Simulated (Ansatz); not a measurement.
`C[S][Sn]([F])([F])[F]` and `[F][Sn]([F])([F])[SiH3]` differ in one atom or group.

Ansatz, PBE0-D4/def2-TZVP geometries, multiplicity 1. Each molecule was computed in one conformer, which needn't be the lowest.

Elements past krypton have def2 core potentials.

```tsv
property	`C[S][Sn]([F])([F])[F]`
HOMO–LUMO gap (B3LYP/def2-TZVPP) / eV	5.02
HOMO energy (ωB97M-V/def2-TZVPP) / eV	-10.48
HOMO–LUMO gap (ωB97M-V/def2-TZVPP) / eV	9.87
HOMO energy (B3LYP/def2-TZVPP) / eV	-8.03
size of the dipole moment (ωB97M-V/def2-TZVPP) / D	4.18
HOMO–LUMO gap (PBE/def2-TZVPP) / eV	3.35
```

Problem. Give the same properties after the change, and the shifts. (Estimate.)

Solution. Ansatz gave: 
```tsv
property	`[F][Sn]([F])([F])[SiH3]`	shift
HOMO–LUMO gap (B3LYP/def2-TZVPP) / eV	7.12	2.10
HOMO energy (ωB97M-V/def2-TZVPP) / eV	-11.69	-1.21
HOMO–LUMO gap (ωB97M-V/def2-TZVPP) / eV	11.65	1.78
HOMO energy (B3LYP/def2-TZVPP) / eV	-9.40	-1.37
size of the dipole moment (ωB97M-V/def2-TZVPP) / D	5.58	1.40
HOMO–LUMO gap (PBE/def2-TZVPP) / eV	5.35	2.00
```

With PBE0 the HOMO falls by 1.36 eV and the LUMO rises by 0.71 eV, so the gap widens by about 2.07 eV. PBE moves the HOMO by -1.29 eV and ωB97M-V by -1.21 eV. Dipoles are sizes alone; their direction can turn.

B3LYP here is the variant with VWN-RPA as its local correlation; programs differ in this.
